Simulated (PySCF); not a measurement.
C2H8Ge, SMILES C[CH2][GeH3]. The structure is a stationary point at B3LYP-D3(BJ)/def2-SVP.

**Question.** Give the equilibrium geometry at B3LYP-D3(BJ)/def2-SVP (PySCF confirms it by a frequency run) as bond lengths and angles, and its point group. (The exact figures need the calculation; the answer reports its results.)

**Answer.** point group Cs.
Atoms: Ge1 C2 C3 H4 H5 H6 H7 H8 H9 H10 H11. Bonded distances (Å): Ge1–C2 1.974, Ge1–H4 1.545, Ge1–H5 1.546, Ge1–H6 1.546, C2–C3 1.531, C2–H7 1.103, C2–H8 1.103, C3–H9 1.102, C3–H10 1.102, C3–H11 1.103. Bond angles (°): C2–Ge1–H4 110.8, C2–Ge1–H5 110.0, C2–Ge1–H6 110.0, H4–Ge1–H5 108.8, H4–Ge1–H6 108.8, H5–Ge1–H6 108.3, Ge1–C2–C3 113.5, Ge1–C2–H7 107.5, Ge1–C2–H8 107.5, C3–C2–H7 110.8, C3–C2–H8 110.8, H7–C2–H8 106.4, C2–C3–H9 111.6, C2–C3–H10 111.6, C2–C3–H11 111.5, H9–C3–H10 107.2, H9–C3–H11 107.3, H10–C3–H11 107.3.
